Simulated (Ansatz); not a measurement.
## What each rung costs, and what it gives

Saddle point of GeSiH$_{6}$Cl, doublet (SiH₃Cl ([SiH3][Cl]) + GeH₃ → GeH₃Cl ([Cl][GeH3]) + SiH₃; bonds formed: Cl1–Ge3; bonds broken: Cl1–Si2), PBE0-D4/def2-TZVP structure:

```
9
angstrom
Cl -0.0226 0.0449 -0.0039
Si 0.6642 -2.0987 1.0230
Ge -0.6611 2.0864 -1.0156
H 0.9874 -1.8363 2.4475
H 1.8545 -2.5897 0.2857
H -0.4715 -3.0456 0.8977
H -2.1113 2.3696 -0.6009
H 0.2952 3.1703 -0.4999
H -0.5349 1.8993 -2.5336
```

Barriers are electronic and count from the start structure reached by relaxing down the imaginary mode. Spin–orbit coupling is left out.

Program: Ansatz 0.2.0. Basis: as named in each row. Cores are frozen in the correlated methods; orbitals are unrestricted. Filled d shells of the heavier atoms are correlated. The def2 sets are not built for correlating such inner shells, so the correlated values are less sure here. B3LYP uses VWN-RPA correlation. Extrapolation: Hartree–Fock as exp(−7.88 √X), correlation as X^−2.97.

Times are rough, for one single point on 8 threads of a shared host (Arm Neoverse V2).

The estimate by CCSD(T) at an estimated basis limit (MP2 extrapolated from triple and quadruple zeta, plus CCSD(T) − MP2 in triple zeta) is 0.979 eV.

| method | basis | time (s) | barrier (eV) | method less estimate |
| --- | --- | --- | --- | --- |
| HF | STO-3G | under 1 | 1.061 | 0.082 |
| PBE-D4 | STO-3G | under 1 | 0.197 | -0.782 |
| SPW92 | def2-SVP | under 1 | 0.277 | -0.702 |
| B3LYP-D4 | 6-31G | under 1 | 0.125 | -0.854 |
| PBE-D4 | def2-SVP | under 1 | 0.468 | -0.511 |
| PBE0-D4 | def2-SVP | 1 | 0.683 | -0.296 |
| SPW92 | def2-TZVPP | 1 | 0.365 | -0.614 |
| PBE-D4 | def2-TZVPP | 2 | 0.551 | -0.429 |
| BLYP-D4 | def2-TZVPP | 2 | 0.609 | -0.370 |
| B3LYP-D4 | def2-TZVPP | 3 | 0.776 | -0.204 |
| BHLYP-D4 | def2-TZVPP | 3 | 1.019 | 0.040 |
| PBE0-D4 | def2-TZVPP | 3 | 0.769 | -0.210 |
| RPA on PBE | def2-TZVPP | 3 | 0.983 | 0.004 |
| CAM-B3LYP-D4 | def2-TZVPP | 3 | 0.956 | -0.023 |
| PBE-QIDH | def2-TZVPP | 4 | 0.988 | 0.009 |
| B2PLYP | def2-TZVPP | 4 | 0.920 | -0.060 |
| wB97M-V | def2-SVP | 4 | 0.929 | -0.051 |
| r2SCAN-D4 | def2-TZVPP | 4 | 0.735 | -0.244 |
| r2SCAN0-D4 | def2-TZVPP | 4 | 0.875 | -0.104 |
| CCSD(T) | def2-SVP | 6 | 1.095 | 0.116 |
| B97M-V | def2-TZVPP | 6 | 0.778 | -0.201 |
| wB97X-V | def2-TZVPP | 7 | 1.017 | 0.038 |
| wB97M-V | def2-TZVPP | 8 | 1.018 | 0.039 |
| MP2 | def2-QZVPP | 12 | 1.038 | 0.059 |
| CCSD(T) | def2-TZVPP | 170 | 1.027 | 0.048 |

All methods are single points on the PBE0-D4 structures.

T1 diagnostic: at most 0.015. ⟨S²⟩ of the unrestricted Hartree–Fock references: 0.75 to 0.79 (a pure state has 0.75).

Radical steps of this kind take place in plasma deposition and etching.

Labels in which every atom is bracketed show which atoms are joined, not bond orders.
